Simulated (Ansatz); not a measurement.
Start from `N[Si](O)(F)Cl` and change one atom or group to get `C=N[Si](N)(O)F`.

Ansatz, PBE0-D4/def2-TZVP geometries, multiplicity 1. Each molecule was computed in one conformer, which needn't be the lowest.

```tsv
property	`N[Si](O)(F)Cl`
HOMO energy (PBE0/def2-TZVPP) / eV	-8.35
HOMO–LUMO gap (PBE0/def2-TZVPP) / eV	8.80
size of the dipole moment (ωB97M-V/def2-TZVPP) / D	3.10
LUMO energy (PBE/def2-TZVPP) / eV	-0.43
LUMO energy (ωB97M-V/def2-TZVPP) / eV	1.90
size of the dipole moment (PBE/def2-TZVPP) / D	3.04
```

(1) What does the change do to each property? (Estimate.)

## Answers

(1) The calculation gave: 
```tsv
property	`C=N[Si](N)(O)F`	shift
HOMO energy (PBE0/def2-TZVPP) / eV	-7.20	1.15
HOMO–LUMO gap (PBE0/def2-TZVPP) / eV	6.31	-2.49
size of the dipole moment (ωB97M-V/def2-TZVPP) / D	1.55	-1.55
LUMO energy (PBE/def2-TZVPP) / eV	-2.00	-1.57
LUMO energy (ωB97M-V/def2-TZVPP) / eV	1.36	-0.54
size of the dipole moment (PBE/def2-TZVPP) / D	1.60	-1.44
```

With PBE0 the HOMO rises by 1.15 eV and the LUMO falls by 1.34 eV, so the gap narrows by about 2.49 eV. PBE moves the HOMO by 1.06 eV and ωB97M-V by 1.20 eV. Dipoles are sizes alone; their direction can turn.
